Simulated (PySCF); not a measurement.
**Partial charges of `CC(C)P(P)C(C)C`**

C6H16P2.
Structure used (GFN2-xTB), in Å, numbered top down from 1:
```xyz
24
C6H16P2 angstrom
C     -2.6773    0.8084    0.1335
C     -1.4874   -0.0712   -0.2409
C     -1.8541   -1.5448   -0.1049
P     -0.0504    0.3637    0.8995
P      0.3541    2.3366    0.0788
C      1.3570   -0.6166    0.1161
C      2.6234   -0.3794    0.9369
C      1.6125   -0.3469   -1.3614
H     -2.9604    0.6439    1.1725
H     -3.5334    0.5771   -0.4991
H     -2.4334    1.8634    0.0046
H     -1.2039    0.1464   -1.2771
H     -1.0509   -2.1888   -0.4558
H     -2.7448   -1.7648   -0.6920
H     -2.0602   -1.7884    0.9361
H      1.5290    2.4824    0.8124
H     -0.3836    2.9708    1.0750
H      1.0686   -1.6678    0.2459
H      3.4077   -1.0719    0.6348
H      2.9934    0.6347    0.7903
H      2.4243   -0.5237    1.9980
H      0.7496   -0.6041   -1.9707
H      2.4572   -0.9443   -1.7033
H      1.8511    0.7053   -1.5216
```

Density: PBE0/pcSseg-1 (PySCF); schemes: Mulliken, IAO, Hirshfeld and ESP-fitted. The structure is a single GFN2-xTB conformer in the gas phase; no vibrational or solvent corrections.

**Question.** Atoms with like bonding are taken together and averaged. For which atoms does the sign change between the 4 schemes (beyond +0.03 e in one, beyond −0.03 e in another)?

**Answer.** C2/C6 and P4.

**Question.** Do the Mulliken, IAO, Hirshfeld and ESP-fitted schemes agree on where the charge is lowest?

**Answer.** The schemes don't all agree: Mulliken C2/C6 (-0.567); IAO C1/C3/C7/C8 (-0.415); Hirshfeld C1/C3/C7/C8 (-0.123); ESP-fitted C1/C3/C7/C8 (-0.591).

**Question.** Give the atomic charges in each scheme.

**Answer.** In e; atoms taken as equivalent share a row and are averaged (×n: the atom named and its like, n in all):

```tsv
atom	environment	Mulliken	IAO	Hirshfeld	ESP-fitted
C1/C3/C7/C8	methyl carbon	-0.212	-0.415	-0.123	-0.591
C2/C6	sp3 carbon bound to phosphorus	-0.567	-0.257	-0.062	+0.608
P4	three-coordinate phosphorus	+0.178	+0.276	+0.102	-0.522
P5	three-coordinate phosphorus	-0.095	-0.022	+0.029	-0.396
H9 (×12)	methyl hydrogen	+0.121	+0.139	+0.037	+0.148
H12/H18	methine hydrogen	+0.158	+0.133	+0.032	-0.023
H16/H17	P–H hydrogen	+0.068	-0.004	-0.012	+0.172
```

Mean size of the charges over all atoms: ESP-fitted 0.277 e, IAO 0.184 e, Mulliken 0.173 e, Hirshfeld 0.053 e. Each set sums to the total charge, 0, to within 0.001 e. The Hirshfeld scheme weights the molecular density at each point by an atom's share of the summed free-atom densities.

Some averages cover members that differ in this geometry: C1/C3/C7/C8, ESP-fitted -0.676 to -0.499; H9 (×12), ESP-fitted +0.101 to +0.202; C2/C6, ESP-fitted +0.578 to +0.637 e.

**Question.** How closely do the schemes follow one another over all atoms?

**Answer.** Correlation coefficient and root-mean-square difference: IAO with Hirshfeld 0.99, 0.157 e; Mulliken with IAO 0.83, 0.127 e; Mulliken with Hirshfeld 0.77, 0.170 e; IAO with ESP-fitted 0.42, 0.325 e; Hirshfeld with ESP-fitted 0.39, 0.329 e; Mulliken with ESP-fitted -0.01, 0.410 e.

**Question.** How many electrons does the Mulliken scheme count on P4?

**Answer.** Z − q = 15 − (+0.178) = 14.822.
